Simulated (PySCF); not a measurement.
Compound: C5H9BO.
SMILES: `C=C1CBOCC1`

The closed-shell ground state was solved at several levels (PySCF, density fitting, gas phase, non-relativistic). Isolated species at its GFN2-xTB geometry (one conformer only).

```tsv
level	basis functions	total energy (Eh)	HOMO (eV)	LUMO (eV)	gap (eV)	dipole (D)
PBE0/pcSseg-1	164	-295.6566	-6.96	0.21	7.17	1.51
wB97X-D/def2-SVPD	215	-295.7488	-8.82	1.83	10.65	1.45
```

(1) What might B3LYP/pcJ-1 (279 basis functions) give for the same quantities?

(2) Over all these levels, which gives the widest orbital gap and which the narrowest?

(3) How far do the dipole and the HOMO energy spread over the levels?

## Answers

(1) Total energy -296.0695 Eh, HOMO -6.73 eV, LUMO -0.02 eV, gap 6.71 eV, dipole 1.52 D.

(2) wB97X-D/def2-SVPD (range-separated hybrid) has the widest, 10.65 eV, and B3LYP/pcJ-1 (global hybrid, 20 % exact exchange) the narrowest, 6.71 eV. Functional and basis both differ between the two, so the spread mixes both effects.

(3) The dipole runs from 1.45 to 1.52 D (mean 1.49 D) and the HOMO from -8.82 to -6.73 eV.

wB97X-D is run here without its empirical dispersion term; that term would change no orbital, density or response property at a fixed geometry.
